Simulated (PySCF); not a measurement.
**PBE on Re (rhenium, neutral)**

Configuration: [Xe] 4f14 5d7, high-spin 4F determinant (an excited configuration). Calculation: PySCF 2.14, in aug-cc-pwCVDZ-PP with ECP60MDF (6s6p5d3f, 70 functions); scalar relativity through the core potential.

| Property | Result |
| --- | --- |
| Total energy | -78.3394 hartree |
| One-electron energy | -134.4605 hartree |
| Hartree (Coulomb) energy | 64.7443 hartree |
| Exchange-correlation energy | -8.6232 hartree |
| ⟨S²⟩ | 3.7573 |
| ⟨L²⟩ | 12.026 |
| Sum of ⟨r⟩ | 24.66 bohr |
| Sum of ⟨r²⟩ | 53.30 bohr² |
| Traceless quadrupole moment −½Σ⟨3z² − r²⟩ along its main axis | 0.000851 e·bohr² |

| shell | electrons | mean orbital energy (eV) | spread (eV) | rms radius, mean of both spins (bohr) |
| --- | --- | --- | --- | --- |
| 5s α | 1 | -80.704 | 0 | 1.12 |
| 5s β | 1 | -79.428 | 0 | 1.12 |
| 5p α | 3 | -43.718 | 0 | 1.31 |
| 5p β | 3 | -42.072 | 0 | 1.31 |
| 5d α | 5 | -3.599 | 0.580 | 2.41 |
| 5d β | 2 | -2.281 | 0 | 2.41 |

Energies and moments cover only the electrons outside the core potential. Spin-orbit coupling, absent here, splits the open shell strongly.
